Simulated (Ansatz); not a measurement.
Reactions of CH$_{5}$FOSi$_{2}$ (`F[SiH]1OC1[SiH3]`).

Program: Ansatz. Geometries: PBE0-D4/def2-TZVP. ΔE: electronic, gas phase. CCSD(T)/CBS adds triple-zeta CCSD(T) − MP2 to the extrapolated MP2 energy (def2 sets, frozen cores). This one scheme is used for every species. DFT in def2-TZVPP. For Ga outer-core shells are correlated without core-valence functions, which leaves a few kJ/mol of doubt a bond. Scalar relativity is left out up to krypton. One conformer a species, not always the lowest.

```tsv
reaction	ωB97M-V (kcal/mol)	HF/CBS(def2) (kcal/mol)
`F[Si@@H]1O[C@H]1[SiH3]` + `N[SiH2]F` → `F[SiH2]N[SiH3]` + `F[SiH]1CO1`	-12.3	-15.6
`F[Si@@H]1O[C@H]1[SiH3]` + `BN[SiH3]` → `BN([SiH3])[SiH3]` + `F[SiH]1CO1`	-9.3	-11.4
`F[Si@@H]1O[C@H]1[SiH3]` + `CN([SiH3])[SiH2]F` → `F[SiH2]N([SiH3])[SiH3]` + `C[C@H]1O[Si@H]1F`	-25.7	-27.8
`F[Si@@H]1O[C@H]1[SiH3]` + `NC(O)(F)F` → `NC(F)(F)O[SiH3]` + `F[SiH]1CO1`	-20.2	-24.7
`F[Si@@H]1O[C@H]1[SiH3]` + `S[SiH2]Cl` → `[SiH3]S[SiH2]Cl` + `F[SiH]1CO1`	-15.0	-15.0
`F[Si@@H]1O[C@H]1[SiH3]` + `[OH][Ga]([F])[F]` → `[F][Ga]([F])[O][SiH3]` + `F[SiH]1CO1`	-22.6	-30.2
`F[Si@@H]1O[C@H]1[SiH3]` + `N[SiH](O)S` → `N[SiH](O)S[SiH3]` + `F[SiH]1CO1`	-15.2	-15.4
```

**Question.** Give the CCSD(T)/CBS values in the same order. (An estimate is asked.)

**Answer.** The calculation gave: -12.4, -9.7, -26.3, -20.1, -15.1, -22.9, -15.3 kcal/mol.

Largest T1 diagnostic: 0.015, for `[OH][Ga]([F])[F]`.
